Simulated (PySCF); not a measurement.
C₄H₆F₂ (SMILES C=C(F)[C@H](C)F), singlet, geometry from GFN2-xTB, with bond 10-5 at 1.6 times its length. Base run: PySCF with HF/3-21G.

PySCF was given this input:
```python
from pyscf import gto, scf

mol = gto.Mole()
mol.atom = '''
    C     1.664644    0.075968    0.766670
    C     0.674830    0.391070   -0.042644
    F     0.653551    1.585051   -0.681094
    C    -0.540172   -0.429780   -0.380467
    C    -1.797148    0.136799    0.270954
    F    -0.344283   -1.725085    0.047593
    H     1.671622   -0.873939    1.266211
    H     2.484206    0.750048    0.935829
    H    -0.655979   -0.478691   -1.472751
    H    -1.616033    0.128657    2.001610
    H    -1.954061    1.156320   -0.069589
    H    -2.658173   -0.469488    0.002115
'''
mol.basis = '3-21g'
mol.charge = 0
mol.spin = 0
mol.verbose = 4
mol.build()

mf = scf.RHF(mol)
mf.kernel()
mf.analyze()
```

Variants of this job, named by their change:

```json
[
 {"change": "base", "ΔE vs base (µEh)": "0.0", "SCF cycles": "11"},
 {"change": "init_guess = mod_huckel", "ΔE vs base (µEh)": "0.0", "SCF cycles": "11"},
 {"change": "init_guess = atom", "ΔE vs base (µEh)": "0.0", "SCF cycles": "11"},
 {"change": "conv_tol = 1e-11", "ΔE vs base (µEh)": "0.0", "SCF cycles": "12"},
 {"change": "diis = off; damp = 0.3 (with mf.diis_start_cycle = 200; with mf.max_cycle = 150)", "ΔE vs base (µEh)": "0.0", "SCF cycles": "19"},
 {"change": "diis = off; damp = 0.6 (with mf.diis_start_cycle = 200; with mf.max_cycle = 150)", "ΔE vs base (µEh)": "0.0", "SCF cycles": "34"},
 {"change": "level_shift = 1.0 (with mf.max_cycle = 100)", "ΔE vs base (µEh)": "0.0", "SCF cycles": "22"},
 {"change": "init_guess = sap", "ΔE vs base (µEh)": "0.0", "SCF cycles": "11"},
 {"change": "conv_tol = 1e-12", "ΔE vs base (µEh)": "0.0", "SCF cycles": "13"},
 {"change": "conv_tol = 1e-4", "ΔE vs base (µEh)": "3.7", "SCF cycles": "5"},
 {"change": "diis_space = 2", "ΔE vs base (µEh)": "0.0", "SCF cycles": "14"},
 {"change": "init_guess = huckel", "ΔE vs base (µEh)": "0.0", "SCF cycles": "11"},
 {"change": "conv_tol_grad = 1e-7", "ΔE vs base (µEh)": "0.0", "SCF cycles": "14"}
]
```
